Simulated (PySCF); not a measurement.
C5H5F, SMILES C=C=CC(=C)F. Atoms are numbered in the order given.

```xyz
11

C     -0.1103    -2.6636     0.0000
C      0.3533    -1.4353     0.0000
C      0.8340    -0.1982     0.0000
C      0.0075     1.0073     0.0000
C      0.4632     2.2774     0.0000
F     -1.3201     0.7690     0.0000
H     -0.3179    -3.2015    -0.9421
H     -0.3179    -3.2015     0.9421
H      1.9266    -0.0383     0.0000
H     -0.2387     3.1219     0.0000
H      1.5430     2.4732     0.0000
```

Geometry: PBE-D3(BJ)/def2-SVP. This is a generated structure with no PubChem entry under its InChIKey; it may be hypothetical. One conformer was computed; it need not be the lowest.

Two levels are set side by side: PBE/pcSseg-1 (PySCF) and B3LYP/pcSseg-1 (PySCF). GIAO shifts against CFCl3 (¹⁹F), TMS (¹H), TMS (¹³C) at the same level; non-relativistic, no solvent, atoms listed together averaged. Differences are taken from unrounded values.

| quantity | PBE |
|---|---|
| δ(¹³C) of C1 (ppm) | 87.4 |
| δ(¹³C) of C2 (ppm) | 225.9 |
| δ(¹³C) of C3 (ppm) | 97.8 |
| δ(¹³C) of C4 (ppm) | 171.2 |
| δ(¹³C) of C5 (ppm) | 99.8 |
| δ(¹⁹F) of F6 (ppm) | -115.8 |
| δ(¹H) of H7, H8 (ppm) | 5.85 |
| δ(¹H) of H9 (ppm) | 6.18 |

Problem. These are the PBE values. What does B3LYP give? (An estimate is asked for; the answer gives what the named calculation found.)

Solution. 
```tsv
quantity	B3LYP	PBE minus B3LYP
δ(¹³C) of C1 (ppm)	88.7	-1.3
δ(¹³C) of C2 (ppm)	232.8	-7.0
δ(¹³C) of C3 (ppm)	98.7	-0.9
δ(¹³C) of C4 (ppm)	174.1	-2.9
δ(¹³C) of C5 (ppm)	102.2	-2.5
δ(¹⁹F) of F6 (ppm)	-109.3	-6.5
δ(¹H) of H7, H8 (ppm)	5.83	0.01
δ(¹H) of H9 (ppm)	6.14	0.04
```

Rough cost on one machine, each run with all the roots and properties that it gave: B3LYP against PBE within a factor of 2.
